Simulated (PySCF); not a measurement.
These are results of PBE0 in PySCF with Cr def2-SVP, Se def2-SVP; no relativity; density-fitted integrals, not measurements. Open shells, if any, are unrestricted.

What shape and geometry does isolated singlet CrSe₃ take (every ligand bound to Cr)?

Formally Cr is in oxidation state +6, d0. A d0 centre has no lone pair, yet it is C3v rather than trigonal planar: covalent bonding through the d orbitals favours lower symmetry. The polar-tensor charge on Cr, 0.88, is far below the formal one. The lowest minimum found is a singlet of C3v symmetry with Cr–Se 2.109 Å (×3); Se–Cr–Se 110.4° (×3). Its harmonic wavenumbers are 125 (e), 138 (a1), 364 (a1), 475 (e) cm⁻¹ and its dipole moment is 1.93 D.

Stability towards spin polarisation was not tested. Only a few start shapes were tried, so a lower isomer may exist.
